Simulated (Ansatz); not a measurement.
`CO[SiH](C)F` + HCl → `CO[SiH](C)Cl` + H–F  (ligand exchange at the Si–F bond)

Calculated with Ansatz (gas phase, PBE0-D4/def2-TZVP geometries, no zero-point term in ΔE). CCSD(T)/CBS adds triple-zeta CCSD(T) − MP2 to the extrapolated MP2 energy (def2 sets, frozen cores). This one scheme is used for every species. Functionals use def2-TZVPP. HSE06 is defined as in plane-wave codes. One conformer a species, not always the lowest.

`CO[SiH](C)F`:

```xyz
12

C    -1.814    0.658    0.915
O    -0.591   -0.020    0.729
Si    0.315    0.057   -0.622
C     1.877   -0.872   -0.320
F    -0.476   -0.615   -1.843
H    -2.035    0.681    1.983
H    -1.763    1.690    0.548
H    -2.629    0.143    0.398
H     0.510    1.476   -1.017
H     1.660   -1.906   -0.042
H     2.446   -0.412    0.490
H     2.501   -0.881   -1.217
```

HCl:

```xyz
2

Cl    0.358    0.458   -0.266
H    -0.358   -0.458    0.266
```

`CO[SiH](C)Cl`:

Z-matrix (Å, degrees):
```
C
O 1 1.410
H 1 1.091 2 108.0
H 1 1.095 2 111.2 3 119.2
H 1 1.096 2 111.5 3 -119.1
Si 2 1.630 1 125.4 3 -178.9
Cl 6 2.067 2 109.4 1 58.8
C 6 1.853 2 113.1 1 -61.0
H 6 1.477 2 105.7 1 174.6
H 8 1.092 6 111.2 2 62.2
H 8 1.092 6 110.2 2 -178.2
H 8 1.093 6 110.4 2 -58.4
```

H–F:

Z-matrix (Å, degrees):
```
F
H 1 0.920
```

Question: Is it downhill or uphill in electronic energy at CCSD(T)/CBS, and by how much? (Best estimate.)

Answer: The calculation gave: Uphill: ΔE = +43.6 kJ/mol.

Question: What do these levels give: r2SCAN0-D4, ωB97X-V, r2SCAN, HSE06, BHLYP, CCSD(T)/def2-SVP? (Best estimate.)

Answer: The calculation gave: r2SCAN0-D4 45.4, ωB97X-V 47.5, r2SCAN 48.6, HSE06 42.6, BHLYP 57.4, CCSD(T)/def2-SVP 48.8 kJ/mol.

Question: What do rigid-rotor, harmonic-oscillator terms from PBE0-D4/def2-TZVP frequencies (298.15 K, 1 bar) make of the CCSD(T)/CBS value? (An estimate is asked.)

Answer: Computed: ΔZPE = +4.2 kJ/mol, ΔH = +48.4 kJ/mol, ΔS = -4 J/(mol·K), ΔG = +49.5 kJ/mol.

Largest T1 diagnostic among the species: 0.011.

The D4 term adds −8.3 kJ/mol with B3LYP and −4.6 kJ/mol with PBE0; it sums over pairs of atoms, weighted by their polarisabilities, and B3LYP, whose exchange is more repulsive, gets the larger term. In def2-TZVPP, CCSD(T) changes the Hartree–Fock value by −12.9 kJ/mol (the triples alone add −2.9 kJ/mol) and MP2 by −19.5 kJ/mol.

B3LYP here is the variant with VWN-RPA as its local correlation; programs differ in this.
